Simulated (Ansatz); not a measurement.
Single points on `CC(C)(C)OS(=O)(=O)CC(F)(F)C(F)F`.

```yaml
crystal:
  periodic: [false, false, false]
  atoms:
    - {symbol: C, position_ang: [-2.462597, -1.080824, -0.593057]}
    - {symbol: C, position_ang: [-1.711203, 0.074477, 0.055880]}
    - {symbol: C, position_ang: [-1.948143, 0.142820, 1.556819]}
    - {symbol: C, position_ang: [-2.005970, 1.408636, -0.619177]}
    - {symbol: O, position_ang: [-0.258443, -0.240697, -0.012695]}
    - {symbol: S, position_ang: [0.625904, 0.099900, -1.325364]}
    - {symbol: O, position_ang: [0.989942, 1.511195, -1.366462]}
    - {symbol: O, position_ang: [0.051227, -0.527095, -2.515279]}
    - {symbol: C, position_ang: [2.069805, -0.874360, -0.855816]}
    - {symbol: C, position_ang: [2.630070, -0.743176, 0.550432]}
    - {symbol: F, position_ang: [3.819769, -1.421025, 0.552091]}
    - {symbol: F, position_ang: [1.828538, -1.344436, 1.458142]}
    - {symbol: C, position_ang: [2.951311, 0.663084, 1.071104]}
    - {symbol: F, position_ang: [3.639814, 1.330154, 0.119581]}
    - {symbol: F, position_ang: [1.820034, 1.331087, 1.360561]}
    - {symbol: H, position_ang: [-3.547695, -0.926911, -0.485068]}
    - {symbol: H, position_ang: [-2.195678, -2.031016, -0.105501]}
    - {symbol: H, position_ang: [-2.218941, -1.152436, -1.662392]}
    - {symbol: H, position_ang: [-1.658349, -0.806148, 2.032695]}
    - {symbol: H, position_ang: [-1.347977, 0.951293, 2.000202]}
    - {symbol: H, position_ang: [-3.013190, 0.331432, 1.760933]}
    - {symbol: H, position_ang: [-1.385542, 2.210828, -0.194484]}
    - {symbol: H, position_ang: [-3.067010, 1.658374, -0.464806]}
    - {symbol: H, position_ang: [-1.821233, 1.360480, -1.702994]}
    - {symbol: H, position_ang: [1.803526, -1.928912, -1.018447]}
    - {symbol: H, position_ang: [2.840501, -0.572457, -1.579760]}
    - {symbol: H, position_ang: [3.571520, 0.575733, 1.982843]}
basis:
  gaussian: {orbitals: 6-31G}
hamiltonian: {xc: {name: B3LYP}, dispersion: d4}
scf: {omitted_lower_state_checks: [starts]}
output: {orbitals: {seedname: orbitals}}
```

The file start.molden holds the orbitals of an earlier run on this structure, at another level or in another basis.

```sh
$ ansatz run in.yaml --threads 4 --pin off --events-out ev --progress --plain --max-ram 6963MiB
```

Shortened log:

```
Functional definition: B3LYP
1942 factors; integrals over basis functions are off by at most 2.2e-4 eV
mean field evaluation 1: about -35261.3792 eV, gradient 1.0e2 eV
mean field evaluation 2: about -35236.0923 eV, gradient 1.5e2 eV
mean field evaluation 4: about -35283.2628 eV, gradient 8.5e0 eV
mean field evaluation 8: about -35283.9431 eV, gradient 1.1e0 eV
mean field evaluation 16: about -35283.9466 eV, gradient 2.9e-4 eV
mean field -35283.94664344 eV, -1296.6611228284 hartree, gradient 4.3e-5 eV, S^2 0.000000; 0 other end points of the search recorded, 0 dependent functions left out
reference -35283.94691527 eV, -1296.6611328179 hartree; 65, 65 occupied and 98, 98 virtual orbitals, 1942 factors
Total energy: -35285.29789524 eV, -1296.7107804161 hartree
Checks for a lower state left out: starts
```

It took 4.7 s on 4 threads of Intel Xeon on a shared host.

First input, but with `gaussian: {orbitals: def2-TZVP, initial_orbitals: start.molden}`, `hamiltonian: {xc: pbe0, dispersion: d4}`, `output: {forces: true, orbitals: {seedname: orbitals}}` (abridged; 37 s):

```
Functional definition: PBE0
the host lacks memory for fits, so the integrals are decomposed
mean field -35279.71794594 eV, -1296.5057210615 hartree, gradient 6.3e-5 eV, S^2 0.000000
Total energy: -35280.45940272 eV, -1296.5329690957 hartree
Atom 0 force    -0.030823    -0.057424    -0.029181 eV/Å
Atom 1 force     0.097813     0.004214    -0.047294 eV/Å
Atom 2 force     0.019716    -0.008131     0.085819 eV/Å
Atom 3 force    -0.034338     0.057227    -0.027409 eV/Å
Atom 4 force     0.500619     0.421117    -1.305818 eV/Å
Atom 5 force    -0.665946     0.476387    -0.246619 eV/Å
Atom 6 force    -0.590381    -2.029140    -0.017998 eV/Å
Atom 7 force     0.805385     0.894828     1.631415 eV/Å
Atom 8 force    -0.166020    -0.019817    -0.265745 eV/Å
Atom 9 force    -0.011711    -0.121526     0.013359 eV/Å
Atom 10 force    -0.281631     0.114909     0.024845 eV/Å
Atom 11 force     0.237530     0.052146    -0.163359 eV/Å
Atom 12 force     0.124062     0.040974     0.170830 eV/Å
Atom 13 force    -0.104049    -0.054241     0.233028 eV/Å
Atom 14 force     0.313612    -0.059968     0.004302 eV/Å
Atom 15 force     0.297282    -0.029086    -0.020642 eV/Å
Atom 16 force    -0.081157     0.267483    -0.131257 eV/Å
Atom 17 force    -0.087441     0.022207     0.307362 eV/Å
Atom 18 force    -0.105194     0.259846    -0.125873 eV/Å
Atom 19 force    -0.198055    -0.213687    -0.118369 eV/Å
Atom 20 force     0.290267    -0.052028    -0.063751 eV/Å
Atom 21 force    -0.196539    -0.227258    -0.115164 eV/Å
Atom 22 force     0.285511    -0.076839    -0.032165 eV/Å
Atom 23 force    -0.079030     0.023211     0.305905 eV/Å
Atom 24 force     0.072661     0.312450     0.034561 eV/Å
Atom 25 force    -0.215319    -0.084272     0.192582 eV/Å
Atom 26 force    -0.196822     0.086418    -0.293363 eV/Å
Dipole moment:    -0.214683    -0.288496     0.471396 e Å
Checks for a lower state left out: starts
```

The first input with `gaussian: {orbitals: def2-TZVP, initial_orbitals: start.molden}`, `hamiltonian: {xc: r2scan, dispersion: d4}` (abridged; 18 s):

```
Functional definition: r2SCAN
mean field -35297.10264316 eV, -1297.1445969006 hartree, gradient 2.3e-5 eV, S^2 0.000000
Total energy: -35297.35303336 eV, -1297.1537985707 hartree
Checks for a lower state left out: starts
```

Geometry: r2SCAN-D4/def2-SVP.

B3LYP takes the VWN-RPA correlation.
